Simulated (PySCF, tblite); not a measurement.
Compound: CH₅ClOSi.
Cartesian coordinates in Å at the GFN2-xTB level; atoms count from 1:
```xyz
9
CH5ClOSi angstrom
O      1.7029    0.6523    0.1971
Si     0.6609   -0.5838    0.1618
C     -1.0555    0.0294   -0.4286
Cl    -1.5996    1.3534    0.6462
H      1.4660    1.4987    0.5714
H      1.2259   -1.4768   -0.8383
H      0.4743   -1.1732    1.4857
H     -1.8236   -0.7372   -0.3865
H     -1.0377    0.4432   -1.4341
```

Computed with PBE0/def2-SVPD in PySCF (dipole) on a GFN2-xTB geometry, gas phase.

Masses are those of the commonest isotopes; rigid-rotor values at the optimised geometry. The values belong to one conformer with, in the numbering `[OH:1][SiH2:2][CH2:3][Cl:4]`, H–O1–Si2–C3 45°, O1–Si2–C3–Cl4 -56°.

(1) Give the principal moments of inertia and the rotational constants in GHz.

(2) What kind of rotor is it?

(3) Is it planar, by Δ = Ic − Ia − Ib?

(4) Give the other two planar moments, Paa and Pbb, and the rms extents of the mass along the axes.

(5) Which types of transition are allowed, and where do some lines up to J = 4 fall?

(6) Estimate the classical rotational partition function at 10 K, 25 K and 298.15 K.

Answers

(1) Ia = 56.68, Ib = 205.87, Ic = 241.28 u·Å²; 505379 MHz·u·Å²/I gives 8916, 2455 and 2095 MHz, that is A = 8.9164, B = 2.4548, C = 2.0945 GHz.

(2) An asymmetric top: κ = (2 × 2455 − 8916 − 2095)/(8916 − 2095) = -0.89.

(3) Not planar: Δ = Ic − Ia − Ib = -21.27 u·Å². For a rigid frame Δ = −2 Σ m c², so Σ m c² = 10.63 u·Å² lies off the ab plane: 5.45 from hydrogen and 5.18 from heavier atoms. The atom farthest from that plane is 1.68 Å away.

(4) Paa = Σ m a² = (Ib + Ic − Ia)/2 = 195.24 and Pbb = Σ m b² = (Ia + Ic − Ib)/2 = 46.05 u·Å². With the mass M = 95.98 u, the rms extents √(P/M) along a, b and c are 1.43, 0.69, 0.33 Å.

(5) The dipole components are |μa| = 0.01 D, |μb| = 0.93 D, |μc| = 0.29 D. Intensities carry the squares of the components, which stand as 0.00 : 1.00 : 0.10 (a : b : c). Some lines, for components of 0.1 D or more:

| type | branch | J(Ka,Kc) | MHz | lower level (cm⁻¹) |
| --- | --- | --- | --- | --- |
| c | Q | 3(1,3) ← 3(0,3) | 5625 | 0.908 |
| c | R | 1(1,0) ← 0(0,0) | 11371 | 0.000 |
| b | R | 2(1,2) ← 1(0,1) | 15200 | 0.152 |
| b | Q | 3(2,1) ← 3(1,2) | 18927 | 1.168 |
| b | Q | 4(2,3) ← 4(1,4) | 21752 | 1.678 |
| c | R | 4(1,3) ← 3(0,3) | 26674 | 0.908 |
| c | R | 2(2,1) ← 1(1,1) | 29204 | 0.367 |
| c | Q | 3(3,1) ← 3(2,1) | 33145 | 1.799 |
| b | R | 3(2,1) ← 2(1,2) | 34187 | 0.659 |
| b | R | 4(2,3) ← 3(1,2) | 37040 | 1.168 |
| c | R | 4(2,2) ← 3(1,2) | 37258 | 1.168 |
| c | R | 4(2,3) ← 3(1,3) | 39201 | 1.096 |
| b | Q | 4(4,1) ← 4(3,2) | 46466 | 3.513 |
| c | R | 4(3,2) ← 3(2,2) | 51443 | 1.797 |

(6) Point group C1, symmetry number σ = 1; q = (√π/σ)·√((kT/h)³/(ABC)), k/h = 20836.6 MHz/K: 787 at 10 K, 3110 at 25 K, 128000 at 298.15 K.

Its GFN2-xTB frequencies are all real (lowest 61 cm⁻¹). These are rigid-rotor constants of the computed structure; measured ground-state constants (B0) also hold zero-point vibration. Quadrupole hyperfine structure (35Cl) is left out.
